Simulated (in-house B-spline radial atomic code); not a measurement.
**Ionising Ti6+ with different functionals**

Computed with a B-spline radial code for spherical atoms: four-component Dirac-Coulomb Hamiltonian, Fermi nucleus of rms radius 3.5921 fm, spin-restricted, spherical fractional occupations for the functionals, and exact exchange of hybrids averaged over the configuration. The ionisation energy is the difference of two self-consistent energies, [Ne] 3s2 3p4 → [Ne] 3s2 3p3, without Breit or QED terms; ε is the level of the shell that loses the electron (mean over j). The electron is taken from both j subshells in proportion to 2j + 1, so the result is a j average, not the step between ground levels.

```tsv
method	rung	ΔSCF (eV)	-ε(3p) (eV)
PBE0	global hybrid	143.48	135.19
BHandHLYP	global hybrid	?	?
B97-1	global hybrid	143.48	134.68
LC-wPBE	range-separated hybrid	?	?
```

Problem. What does BHandHLYP give?

Solution. ΔSCF 143.28 eV, and -ε(3p) = 138.00 eV.

Problem. What does LC-wPBE give?

Solution. ΔSCF 143.66 eV, and -ε(3p) = 137.85 eV.

Problem. Among the functionals, which spreads more, the ΔSCF values or the orbital energies?

Solution. The orbital energies: ΔSCF values span about 0.37 eV and the orbital energies 3.32 eV; here energy differences depend much less on the functional than eigenvalues do.

Problem. How do they compare with the NIST value?

Solution. NIST lists 140.7 eV ± 0.18 (semi-empirical, ground level to ground level). Errors run from +2.60 to +2.98 eV. The correlated functionals all miss on the same side by more than they spread, so the cause is common to them (Breit-QED terms, spin polarisation, the choice among j levels, multiplet and fine-structure energies, or a listed next ion that isn't the cheapest removal here) and closeness doesn't rank the functionals.
